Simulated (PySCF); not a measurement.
## Running PySCF for SrH

The script input.py:

```python
from pyscf import gto, scf, ci

mol = gto.M(
    atom='Sr 0 0 0; H 0 0 2.03',
    basis='def2-svpd',
    ecp={'Sr': 'def2-svpd'},
    charge=0,
    spin=3,
    verbose=4,
)
mf = scf.UHF(mol)
mf.kernel()
ci.CISD(mf).kernel()
mf.dip_moment()
print('orbital energies (hartree):', [e[max(0, n-3):n+3].round(4) for e, n in zip(mf.mo_energy, mol.nelec)])
```

```bash
$ python input.py
```

Output (some set-up lines and the per-cycle HOMO/LUMO lines with their warnings removed):

```
PySCF version 2.14.0

[INPUT] verbose = 4
[INPUT] num. atoms = 2
[INPUT] num. electrons = 11
[INPUT] charge = 0
[INPUT] spin (= nelec alpha-beta = 2S) = 3
[INPUT] symmetry False subgroup None
[INPUT] Mole.unit = angstrom
[INPUT] Symbol           X                Y                Z      unit          X                Y                Z       unit  Magmom
[INPUT]  1 Sr     0.000000000000   0.000000000000   0.000000000000 AA    0.000000000000   0.000000000000   0.000000000000 Bohr   0.0
[INPUT]  2 H      0.000000000000   0.000000000000   2.030000000000 AA    0.000000000000   0.000000000000   3.836144032867 Bohr   0.0

nuclear repulsion = 2.60678429024631
number of shells = 14
number of NR pGTOs = 62
number of NR cGTOs = 34
basis = def2-svpd
ecp = {'Sr': 'def2-svpd'}

******** <class 'pyscf.scf.uhf.UHF'> ********
method = UHF
initial guess = minao
damping factor = 0
level_shift factor = 0
DIIS = <class 'pyscf.scf.diis.CDIIS'>
diis_start_cycle = 1
diis_space = 8
diis_damp = 0
SCF conv_tol = 1e-09
SCF conv_tol_grad = None
SCF max_cycles = 50
direct_scf = True
direct_scf_tol = 1e-13
number electrons alpha = 7  beta = 4
Set gradient conv threshold to 3.16228e-05
init E= -19.6456480178059

cycle= 1 E= -30.1883210005131  delta_E= -10.5  |g|= 0.705  |ddm|= 4.77

cycle= 2 E= -30.6559006940541  delta_E= -0.468  |g|= 0.193  |ddm|= 4.74
cycle= 3 E= -30.727293173189  delta_E= -0.0714  |g|= 0.0564  |ddm|= 0.952
cycle= 4 E= -30.7408368884643  delta_E= -0.0135  |g|= 0.0293  |ddm|= 0.402
cycle= 5 E= -30.7450403527091  delta_E= -0.0042  |g|= 0.0169  |ddm|= 0.148
cycle= 6 E= -30.7488475512998  delta_E= -0.00381  |g|= 0.0138  |ddm|= 0.154
cycle= 7 E= -30.7521858955546  delta_E= -0.00334  |g|= 0.0132  |ddm|= 0.144
cycle= 8 E= -30.7558168268182  delta_E= -0.00363  |g|= 0.0123  |ddm|= 0.166
cycle= 9 E= -30.7612136391337  delta_E= -0.0054  |g|= 0.0105  |ddm|= 0.29
cycle= 10 E= -30.7652329654818  delta_E= -0.00402  |g|= 0.0169  |ddm|= 0.452
cycle= 11 E= -30.7650582052404  delta_E= 0.000175  |g|= 0.0219  |ddm|= 0.104
cycle= 12 E= -30.7650942433144  delta_E= -3.6e-05  |g|= 0.0211  |ddm|= 0.0143
cycle= 13 E= -30.7652481731517  delta_E= -0.000154  |g|= 0.0186  |ddm|= 0.0221
cycle= 14 E= -30.7656451773245  delta_E= -0.000397  |g|= 0.0123  |ddm|= 0.0536
cycle= 15 E= -30.7659870843554  delta_E= -0.000342  |g|= 0.00244  |ddm|= 0.082
cycle= 16 E= -30.7660066057244  delta_E= -1.95e-05  |g|= 0.000357  |ddm|= 0.0234
cycle= 17 E= -30.7660074662354  delta_E= -8.61e-07  |g|= 0.00018  |ddm|= 0.00823
cycle= 18 E= -30.7660075612158  delta_E= -9.5e-08  |g|= 3.84e-05  |ddm|= 0.00171
cycle= 19 E= -30.7660075875322  delta_E= -2.63e-08  |g|= 8.88e-06  |ddm|= 0.000946
cycle= 20 E= -30.7660075883939  delta_E= -8.62e-10  |g|= 2.52e-06  |ddm|= 0.000159
Extra cycle  E= -30.7660075884221  delta_E= -2.82e-11  |g|= 1.54e-06  |ddm|= 1.24e-05
converged SCF energy = -30.7660075884221  <S^2> = 3.7504707  2S+1 = 4.0002353

******** <class 'pyscf.ci.ucisd.UCISD'> ********
CISD nocc = (np.int64(7), np.int64(4)), nmo = (34, 34)
max_cycle = 50
direct = 0
conv_tol = 1e-09
max_cycle = 50
max_space = 12
lindep = 0
nroots = 1
Init t2, MP2 energy = -0.064352251016471
UCISD converged
E(UCISD) = -30.83547211611333  E_corr = -0.06946452769121532
Dipole moment(X, Y, Z, Debye): -0.00000,  0.00000, -0.01038
orbital energies (hartree): [array([-0.6274, -0.2249, -0.1468, -0.0018,  0.0088,  0.0362]), array([-1.1297, -1.1276, -1.1153, -0.0503,  0.0122,  0.0238])]
```

In short: E(SCF) = -30.766008 Eh, E(CISD) − E(SCF) = -0.06946 Eh, ⟨S²⟩ = 3.750, μz(SCF) = -0.01 D.

Wall time 1.3 s on one thread of a shared host.

The bond length is a typed value, not an optimised one. No search for the lowest solution was made.
